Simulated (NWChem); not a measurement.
InH2I; SMILES [I][InH2]

```xyz
4

In     0.0000     0.0000    -1.3591
H      0.0000     1.5717    -2.0520
H      0.0000    -1.5717    -2.0520
I      0.0000     0.0000     1.3339
```
Atoms are numbered in this order, from 1.

Program: NWChem. Coordinates come from a PBE0/def2-SVP optimisation. Not confirmed as a minimum by frequencies. def2 effective core potentials on In, I; no spin-orbit coupling. Ions are spin-unrestricted doublets at the neutral geometry; other ion states weren't tried.

Task: What does the run give for B3LYP/def2-SVP? Quantities: vertical ionisation energy, ΔSCF (eV); −ε(HOMO) (eV).

Result: 
```
Property                               Value
-------------------------------------  -----
vertical ionisation energy, ΔSCF (eV)   9.38
−ε(HOMO) (eV)                           6.93
```
